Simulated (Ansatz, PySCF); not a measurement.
Potential energy curve for BO, doublet.

Methods: UKS-PBE = unrestricted PBE/cc-pVQZ (Ansatz, a first-principles code); UKS-B3LYP = unrestricted B3LYP/cc-pVQZ run with Ansatz; UKS-B3LYP/6-31G* = PySCF with unrestricted B3LYP/6-31G*, spherical d.

Minimum and curvature come from a quartic fit to the scan points round the minimum, the wavenumber from the most abundant isotopes. The energy at the longest distance isn't given for restricted levels, nor where a curve turns over.

```tsv
method	R at the minimum / Å	force constant / mdyn Å⁻¹	E(4.77 Å) − E(min) / kJ/mol	harmonic wavenumber / cm⁻¹
UKS-PBE	1.212	13.2	848.1	1860
UKS-B3LYP	1.200	14.2	813.0	1920
UKS-B3LYP/6-31G*	1.209	14.2	811.5	1920
```

The unrestricted determinant behind UKS-PBE is spin-contaminated at 2.42 to 4.77 Å (<S²> up to 1.6, against 0.75 for a pure doublet). The unrestricted determinant behind UKS-B3LYP is spin-contaminated at 2.42 to 4.77 Å (<S²> up to 1.7, against 0.75 for a pure doublet). The unrestricted determinant behind UKS-B3LYP/6-31G* is spin-contaminated at 2.42 to 4.77 Å (<S²> up to 1.8, against 0.75 for a pure doublet).
